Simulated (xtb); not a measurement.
Input file for xtb: GFN-FF on As4 (SMILES [As]12[As]3[As]1[As]23).

```
$ xtb mol.xyz --gfnff --sp --chrg 0 --uhf 0
4

As     0.86703322     0.86703322     0.86703322
As     0.86703322    -0.86703322    -0.86703322
As    -0.86703322     0.86703322    -0.86703322
As    -0.86703322    -0.86703322     0.86703322
```

It printed:

```
[...]
           -------------------------------------------------
          |                Calculation Setup                |
           -------------------------------------------------



          ==================== Thresholds ====================
          CN  :   150.00000
          rep :   500.00000
          disp:  2500.00000
          HB1 :   250.00000
          HB2 :   450.00000

          Pauling EN used:
          Z :33  EN :  2.18
          electric field strengths (au): 0.000

           -------------------------------------------------
          |           Force Field Initialization            |
           -------------------------------------------------

          distances ...
          ----------------------------------------
          generating topology and atomic info file ...
          pair mat ...
          computing topology distances matrix with Floyd-Warshall algo ...
          making topology EEQ charges ...
          #fragments for EEQ constrain: 1
          ----------------------------------------
          generating topology and atomic info file ...
          pair mat ...
          computing topology distances matrix with Floyd-Warshall algo ...
          making topology EEQ charges ...
          #fragments for EEQ constrain: 1
          rings ...
          # BATM   0
          # H in HB   0

  atom   neighbors  erfCN metchar sp-hybrid imet pi  qest     coordinates
    1  As      3    2.75   0.01         3    0    0   0.000    1.638455    1.638455    1.638455
    2  As      3    2.75   0.01         3    0    0   0.000    1.638455   -1.638455   -1.638455
    3  As      3    2.75   0.01         3    0    0   0.000   -1.638455    1.638455   -1.638455
    4  As      3    2.75   0.01         3    0    0   0.000   -1.638455   -1.638455    1.638455

          #atoms :   4
          #bonds :   6
          #angl  :   12
          #tors  :   12
          #nmol  :   1
          #optfrag :   1
           -------------------------------------------------
          |                   G F N - F F                   |
          |          A general generic force-field          |
          |                  Version 1.0.3                  |
           -------------------------------------------------
          Number of HB bonds (bound hydrogen)     0
          Number of HB bonds (unbound hydrogen)   0
          Number of XB bonds                      0

 E+G (total)                   0 d,  0 h,  0 min,  0.000 sec
 distance/D3 list               ...        0 min,  0.000 sec (  1.027%)
 non bonded repulsion           ...        0 min,  0.000 sec (  7.938%)
 dCN                            ...        0 min,  0.000 sec (  2.273%)
 EEQ energy and q               ...        0 min,  0.000 sec (  8.088%)
 D3                             ...        0 min,  0.000 sec ( 18.980%)
 EEQ gradient                   ...        0 min,  0.000 sec ( 10.634%)
 bonds                          ...        0 min,  0.000 sec ( 10.115%)
 bend and torsion               ...        0 min,  0.000 sec ( 21.504%)
 bonded ATM                     ...        0 min,  0.000 sec (  0.595%)
 HB/XB (incl list setup)        ...        0 min,  0.000 sec ( 10.368%)

         :::::::::::::::::::::::::::::::::::::::::::::::::::::
         ::                     SUMMARY                     ::
         :::::::::::::::::::::::::::::::::::::::::::::::::::::
         :: total energy              -0.197485283879 Eh    ::
         :: gradient norm              0.015475769673 Eh/a0 ::
         ::.................................................::
         :: bond energy               -0.264751441594 Eh    ::
         :: angle energy               0.029838515180 Eh    ::
Note: The following floating-point exceptions are signalling: IEEE_UNDERFLOW_FLAG IEEE_DENORMAL
normal termination of xtb
         :: torsion energy             0.006381577048 Eh    ::
         :: repulsion energy           0.034776972920 Eh    ::
         :: electrostat energy         0.000000000000 Eh    ::
         :: dispersion energy         -0.003730907433 Eh    ::
         :: HB energy                  0.000000000000 Eh    ::
         :: XB energy                  0.000000000000 Eh    ::
         :: bonded atm energy          0.000000000000 Eh    ::
         :: external energy            0.000000000000 Eh    ::
         :: add. restraining           0.000000000000 Eh    ::
         :: total charge               0.000000000000 e     ::
         :::::::::::::::::::::::::::::::::::::::::::::::::::::

           -------------------------------------------------
          |                Property Printout                |
           -------------------------------------------------

molecular dipole:
                 x           y           z       tot (Debye)
 q only:        0.000       0.000       0.000       0.000

           -------------------------------------------------
          | TOTAL ENERGY               -0.197485283879 Eh   |
          | GRADIENT NORM               0.015475769673 Eh/α |
           -------------------------------------------------
########################################################################
[WARNING] Runtime exception occurred
-1- gfnff_setup: Could not read topology file.
########################################################################

------------------------------------------------------------------------
------------------------------------------------------------------------
 total:
 SCF:
```

The run finished.

Cost: very roughly 0.010 core-seconds.
